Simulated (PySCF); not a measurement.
**Vertical excitation energies**

C7H6BFO2.
Bonds: O1–B2, B2–O3, O3–C4, C4–C5, C5–C6 (aromatic), C6–C7 (aromatic), C7–C8 (aromatic), C8–C9 (aromatic), C9–F10, C9–C11 (aromatic), B2–C11, C5–C11 (aromatic). Hydrogens: H12 on O1; H13, H14 on C4; H15 on C6; H16 on C7; H17 on C8.

Computed with PySCF 2.14.0, density-fitted response routines, TDDFT CAM-B3LYP/def2-SVPD, vertical, gas phase, core orbitals frozen in the response. The structure is a single PBE0-D3(BJ)/def2-SVP conformer in the gas phase; no vibrational or solvent corrections. Torsions of this conformer, `[OH:1][B:2]1[O:3][CH2:4][c:5]2[cH:6][cH:7][cH:8][c:9]([F:10])[c:11]21`: H–O1–B2–O3 180°.

```
state  E (eV)  ν̃ (cm⁻¹)       f  |μ| (D)  symmetry  main configurations (H = HOMO, L = LUMO)
   S1    5.22      42080   0.020     1.01        A′                  H→L (68%), H-1→L+1 (26%)
   S2    5.91      47660   0.031     1.17        A′                  H-1→L (61%), H→L+1 (33%)
   S3    6.70      54050   0.600     4.86        A′                  H→L+1 (62%), H-1→L (32%)
   S4    6.85      55240   0.521     4.48        A′                  H-1→L+1 (69%), H→L (26%)
   S5    6.91      55740  0.0006     0.15         –                               H→L+2 (81%)
   S6    7.04      56770  0.0004     0.12         –                               H-3→L (93%)
   S7    7.22      58250  0.0001     0.04         –                             H-1→L+2 (81%)
   S8    7.36      59350  0.0059     0.46        A″                               H→L+3 (76%)
   S9    7.42      59880   0.040     1.19        A′                               H-2→L (93%)
  S10    7.64      61600  0.0028     0.31        A″                H-4→L (63%), H-3→L+1 (27%)
```

Triplets (Tamm–Dancoff): T1 3.99 eV, H-1→L (44%), H→L+1 (39%), H→L (10%); T2 4.46 eV, H→L (82%); T3 4.69 eV, H→L+1 (53%), H-1→L (44%); T4 5.27 eV, H-1→L+1 (91%).

The lowest singlet comes at 238 nm (503 kJ/mol) in the ultraviolet; it is weak; its leading configuration is HOMO→LUMO (68%). The strongest level in the table is S3 at 6.70 eV (185 nm, f = 0.600). Löwdin shares by element: HOMO carbon 68% or more (atoms not listed hold the other 32%); LUMO carbon 58% or more (atoms not listed hold the other 42%). Weighted by f, the mean energy of these states is 6.75 eV. The oscillator strengths of these states sum to 1.222; summed over the whole spectrum of an exact calculation they would give the number of electrons, 78 (Thomas–Reiche–Kuhn). The listed states span 2.42 eV, and the widest gap between neighbours is 0.79 eV (S2 to S3). No computed singlet lies in the visible range (380 to 750 nm); the lowest, at 238 nm, stands 1.95 eV above its violet end (3.26 eV). Symmetry labels in Cs follow from the direction of the transition dipole and are given only for states with f of 0.002 or more. Singlets were solved by full linear response, triplets in the Tamm–Dancoff approximation.
